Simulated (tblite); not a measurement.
C5H8F4O.
SMILES with atom numbers: `[CH3:1][C@@H:2]([F:3])[O:4][CH2:5][CH2:6][C:7]([F:8])([F:9])[F:10]` (hydrogens: H11, H12, H13 on C1; H14 on C2; H15, H16 on C5; H17, H18 on C6)

Computed with GFN2-xTB (tblite), gas phase: L-BFGS steps from a force-field or distance-geometry start until the largest atomic force falls under 0.01 eV/Å.

Step 22: E = -1028.3872 eV
```
atom  x, y, z in Å  |  force x, y, z in eV/Å
C1      2.8317   -0.1176    0.3585    0.081  -0.002   0.013
C2      1.3417   -0.4311    0.4737   -0.003   0.020  -0.024
F3      1.1057   -1.0847    1.6635   -0.043  -0.020  -0.050
O4      0.5767    0.7278    0.4768   -0.023   0.071   0.093
C5     -0.3847    0.9210   -0.5298   -0.014   0.034  -0.007
C6     -1.5058   -0.1206   -0.6078   -0.044  -0.044   0.042
C7     -2.4046   -0.1178    0.6154   -0.090  -0.015   0.061
F8     -1.7778   -0.3203    1.7696    0.051   0.011  -0.023
F9     -3.0813    1.0361    0.7361    0.003   0.024  -0.008
F10    -3.3321   -1.0905    0.5130   -0.042   0.030  -0.008
H11     3.3590   -0.5530    1.1999    0.030  -0.048   0.051
H12     3.2398   -0.5212   -0.5615    0.032   0.010  -0.045
H13     2.9798    0.9571    0.3789   -0.022   0.043   0.019
H14     1.0184   -1.1349   -0.3070    0.007  -0.030  -0.062
H15    -0.8203    1.8953   -0.2923    0.031   0.031  -0.032
H16     0.1027    0.9805   -1.5140    0.000  -0.036  -0.002
H17    -2.1404    0.1147   -1.4653    0.028  -0.071   0.014
H18    -1.1172   -1.1344   -0.7136    0.018  -0.009  -0.032
```

Step 23: E = -1028.3890 eV
```
atom  x, y, z in Å  |  force x, y, z in eV/Å
C1      2.8342   -0.1153    0.3616    0.078  -0.004   0.001
C2      1.3420   -0.4309    0.4689    0.051   0.016  -0.004
F3      1.1024   -1.0879    1.6561   -0.037  -0.037  -0.054
O4      0.5770    0.7278    0.4765   -0.010   0.035   0.057
C5     -0.3844    0.9177   -0.5296   -0.055   0.017  -0.012
C6     -1.5050   -0.1253   -0.6066   -0.075  -0.053   0.051
C7     -2.4045   -0.1167    0.6168   -0.088  -0.009   0.050
F8     -1.7802   -0.3189    1.7724    0.043   0.014  -0.032
F9     -3.0737    1.0427    0.7306    0.003   0.016   0.010
F10    -3.3393   -1.0828    0.5170   -0.022   0.035  -0.011
H11     3.3612   -0.5549    1.2027   -0.004  -0.032   0.017
H12     3.2452   -0.5133   -0.5602    0.025   0.007  -0.027
H13     2.9840    0.9601    0.3856   -0.043   0.010   0.032
H14     1.0221   -1.1344   -0.3163    0.024   0.022  -0.021
H15    -0.8265    1.8875   -0.2906    0.037   0.073  -0.035
H16     0.1009    0.9791   -1.5143    0.006  -0.033  -0.002
H17    -2.1424    0.1125   -1.4613    0.035  -0.070  -0.001
H18    -1.1218   -1.1407   -0.7152    0.033  -0.006  -0.020
```

Step 24: E = -1028.3908 eV
```
atom  x, y, z in Å  |  force x, y, z in eV/Å
C1      2.8374   -0.1134    0.3643    0.044  -0.005  -0.008
C2      1.3427   -0.4299    0.4648    0.078   0.012   0.010
F3      1.0985   -1.0915    1.6485   -0.022  -0.050  -0.053
O4      0.5767    0.7290    0.4779    0.003  -0.013  -0.002
C5     -0.3848    0.9152   -0.5290   -0.071  -0.005  -0.003
C6     -1.5050   -0.1300   -0.6043   -0.070  -0.039   0.041
C7     -2.4056   -0.1160    0.6189   -0.053   0.001   0.018
F8     -1.7816   -0.3178    1.7747    0.021   0.013  -0.029
F9     -3.0677    1.0484    0.7262   -0.001   0.009   0.032
F10    -3.3458   -1.0763    0.5199   -0.019   0.030   0.001
H11     3.3630   -0.5575    1.2054   -0.029  -0.012  -0.017
H12     3.2495   -0.5067   -0.5599    0.022   0.008  -0.001
H13     2.9871    0.9629    0.3914   -0.050  -0.023   0.042
H14     1.0252   -1.1324   -0.3250    0.040   0.075   0.016
H15    -0.8308    1.8828   -0.2910    0.037   0.095  -0.036
H16     0.1003    0.9764   -1.5141    0.003  -0.034   0.006
H17    -2.1431    0.1093   -1.4576    0.027  -0.063  -0.019
H18    -1.1248   -1.1460   -0.7170    0.040   0.000   0.003
```

**Question.** Estimate the geometry and energy of step 25. (The exact step hangs on the optimiser's Hessian estimate; all steps are aligned on step 24, rigid shifts and turns removed.)

**Answer.** E = -1028.3925 eV, largest force 0.128 eV/Å
```
atom  x, y, z in Å  |  force x, y, z in eV/Å
C1      2.8411   -0.1118    0.3666   -0.004  -0.004  -0.013
C2      1.3445   -0.4283    0.4611    0.070   0.008   0.016
F3      1.0944   -1.0960    1.6402   -0.001  -0.058  -0.046
O4      0.5763    0.7303    0.4795    0.012  -0.050  -0.059
C5     -0.3863    0.9129   -0.5284   -0.060  -0.020   0.010
C6     -1.5060   -0.1350   -0.6012   -0.037  -0.008   0.013
C7     -2.4076   -0.1155    0.6213   -0.005   0.013  -0.020
F8     -1.7824   -0.3165    1.7764   -0.006   0.009  -0.018
F9     -3.0623    1.0538    0.7227   -0.008   0.002   0.052
F10    -3.3526   -1.0699    0.5224   -0.026   0.019   0.020
H11     3.3642   -0.5604    1.2077   -0.040   0.003  -0.041
H12     3.2538   -0.5006   -0.5599    0.022   0.011   0.022
H13     2.9890    0.9652    0.3974   -0.044  -0.043   0.050
H14     1.0286   -1.1287   -0.3331    0.053   0.111   0.034
H15    -0.8337    1.8805   -0.2927    0.036   0.088  -0.036
H16     0.1001    0.9727   -1.5133   -0.011  -0.037   0.019
H17    -2.1431    0.1047   -1.4543    0.008  -0.053  -0.038
H18    -1.1268   -1.1511   -0.7186    0.041   0.009   0.035
```

The energy changes by -0.0017 eV. The first-order estimate −F·Δx gives -0.0024 eV and the mean of the old and new forces, exact on a quadratic surface, -0.0018 eV. The step makes an angle of 70° with the force vector and moves no atom by more than 0.010 Å.

The cost below is that of the whole relaxation. Time: 0.72 s wall. Hardware: one thread of an Arm Neoverse V2, no GPU, shared host.
